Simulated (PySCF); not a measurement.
Shapes and spin states of Sr₃N

Level of theory: PySCF, PBE0, basis N def2-SVP, Sr def2-SVP with ECP28 (scalar-relativistic core potentials, no spin–orbit coupling, density fitting).

Relaxations began from a few typed shapes and spin states; open shells are unrestricted. The search is not exhaustive: other isomers or separated fragments can lie lower, and high-lying points may rest on an excited occupation.

Question: Order these stationary points by electronic energy, lowest first, in kJ/mol from the lowest minimum.
A. quartet D3h: N–Sr 2.261 Å (×3), Sr–Sr 3.916 Å (×3); N–Sr–Sr 30.0° (×6), Sr–N–Sr 120.0° (×3), Sr–Sr–Sr 60.0° (×3)
B. doublet (⟨S²⟩ 0.98) C2v: N–Sr 2.240 Å, N–Sr 2.260 Å (×2), Sr–Sr 3.768 Å (×2), Sr–Sr 4.139 Å; N–Sr–Sr 23.7° (×2), N–Sr–Sr 33.0° (×2), N–Sr–Sr 33.3° (×2), Sr–N–Sr 113.7° (×2), Sr–N–Sr 132.6°

Answer: B (0.0), A (35.2).

Question: Which of them are minima?

Answer: By energy in kJ/mol, 0.0: minimum; 35.2: minimum.

For the lowest minimum: the determinant is spin-contaminated (⟨S²⟩ = 0.98, pure value 0.75).
